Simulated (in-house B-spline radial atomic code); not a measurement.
Radial electron density of Os, [Xe] 4f14 5d6 6s2. Method: Dirac-Kohn-Sham B3LYP, spherical fractional occupations, Fermi nucleus of rms radius 5.4126 fm. Calculated with an all-electron radial atomic-structure program (B-spline basis).

Caution: exact exchange at fractional occupations of open shells leaves self-interaction of up to several eV.

Columns: r (bohr), 4πr²n(r) (electrons per bohr), bar.

```
0.000517    3.162 #
0.000648    4.528 #
0.000812    6.442 ##
 0.00102    9.137 ###
 0.00127    12.68 ####
  0.0016    17.72 ######
   0.002    24.19 ########
 0.00251    32.67 ##########
 0.00314    43.09 ##############
 0.00394    55.67 ##################
 0.00493    69.58 ######################
 0.00618    83.95 ###########################
 0.00774    96.73 ###############################
 0.00969    105.7 #################################
  0.0121    108.8 ##################################
  0.0152    105.8 ##################################
  0.0191    99.41 ################################
  0.0239    96.15 ##############################
  0.0299    102.3 ################################
  0.0375    118.7 ######################################
   0.047    135.7 ###########################################
  0.0588    138.8 ############################################
  0.0737    124.4 #######################################
  0.0924    109.7 ###################################
   0.116      115 ####################################
   0.145    128.7 #########################################
   0.182    117.8 #####################################
   0.228       84 ###########################
   0.285    68.09 ######################
   0.357    78.17 #########################
   0.447    77.77 #########################
   0.561    54.24 #################
   0.702    31.47 ##########
    0.88     20.9 #######
     1.1     15.6 #####
    1.38     10.2 ###
    1.73    5.869 ##
    2.17    3.359 #
    2.72     1.94 #
     3.4    1.004 
    4.26   0.4073 
    5.34   0.1186 
    6.69  0.02266 
    8.38 0.002577 
    10.5 0.0001552
```

On this grid the curve has 4 maxima, near 0.0121, 0.0588, 0.145, 0.357 bohr.

The 5d3/2 radial function P(r) = rR(r), positive near the nucleus, with its small component Q(r) (sign convention: Q ≈ (P' + κP/r)/2c):

```json
{"r (bohr)": "0.00618", "P": "0.00102", "Q": "0.00205"}
{"r (bohr)": "0.00969", "P": "0.003109", "Q": "0.004377"}
{"r (bohr)": "0.0152", "P": "0.009343", "Q": "0.008808"}
{"r (bohr)": "0.0239", "P": "0.02683", "Q": "0.01618"}
{"r (bohr)": "0.0375", "P": "0.06929", "Q": "0.02549"}
{"r (bohr)": "0.0588", "P": "0.1499", "Q": "0.03122"}
{"r (bohr)": "0.0924", "P": "0.2391", "Q": "0.0235"}
{"r (bohr)": "0.145", "P": "0.1978", "Q": "0.0004547"}
{"r (bohr)": "0.228", "P": "-0.1055", "Q": "-0.01697"}
{"r (bohr)": "0.357", "P": "-0.3741", "Q": "-0.008563"}
{"r (bohr)": "0.561", "P": "-0.07751", "Q": "0.00746"}
{"r (bohr)": "0.88", "P": "0.5585", "Q": "0.009607"}
{"r (bohr)": "1.38", "P": "0.8147", "Q": "0.004065"}
{"r (bohr)": "2.17", "P": "0.5782", "Q": "0.0006457"}
{"r (bohr)": "3.4", "P": "0.2495", "Q": "-0.0001145"}
{"r (bohr)": "5.34", "P": "0.06152", "Q": "-7.895e-05"}
{"r (bohr)": "8.38", "P": "0.006667", "Q": "-1.201e-05"}
```
